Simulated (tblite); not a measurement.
A tight-binding relaxation on `CP(CP)c1ccsc1`.

Computed with GFN2-xTB geometry optimisation, gas phase (tblite 0.8.0). Start geometry: from a force field or distance geometry. The input is one job of a driver script: a line of settings, then coordinates in Å.

Command:
```bash
OMP_NUM_THREADS=1 python probes_run.py task.json out
```

Input:
```
{"job": {"kind": "relax", "xc": "GFN2-xTB", "basis": "xTB"}, "charge": 0, "multiplicity": 1}
C     -0.957700    -1.971700     1.115200
P     -0.713300    -0.180400     0.670500
C     -1.748200     0.221100    -0.761900
P     -2.675400     1.813900    -0.407600
C      1.064400     0.218000     0.457900
C      1.866100    -0.427000    -0.445600
C      3.160400     0.049600    -0.443500
S      3.446800     1.276100     0.632100
C      1.734900     1.196400     1.153300
H     -0.266900    -2.352800     1.872100
H     -0.934400    -2.549400     0.147100
H     -2.034400    -2.073000     1.456600
H     -1.260500     0.274000    -1.724300
H     -2.528500    -0.591200    -0.861300
H     -3.212600     1.780500     0.971200
H     -1.846900     2.983300    -0.584900
H      1.545100    -1.229500    -1.093200
H      3.999400    -0.293700    -1.049300
H      1.352000     1.864900     1.918400
```

Task: Estimate the output.

Result: 
```
step      E/eV     max force
  0    -710.62935    4.086
  1    -711.23893    2.826
  2    -711.72850    1.242
  3    -711.94200    1.063
  4    -712.09551    0.955
  5    -712.19251    0.825
  6    -712.25859    0.697
  7    -712.29371    0.451
  8    -712.31771    0.361
  9    -712.34205    0.473
... (81 lines left out)
 91    -712.64342    0.041
 92    -712.64372    0.038
 93    -712.64404    0.061
 94    -712.64423    0.036
 95    -712.64442    0.021
 96    -712.64452    0.024
 97    -712.64464    0.017
 98    -712.64470    0.019
 99    -712.64474    0.012
100    -712.64476    0.010
```

«max force» is the largest atomic force in eV/Å.

Task: From which step on does the largest force stay under 0.1 eV/Å, and how much energy is left to gain from there?

Result: From step 89 (0.067 eV/Å), 2.8 meV above the end.

Summary of the converged run: energy lowered by 46.5 kcal/mol over 100 steps; largest atomic force 0.010 eV/Å at the end.

Task: Estimate the wall time. Hardware: one thread of an Arm Neoverse V1, no GPU, shared host.

Result: About 1.0 s.
Labels such as C1 count atoms from 1, the log's own numbers from 0.
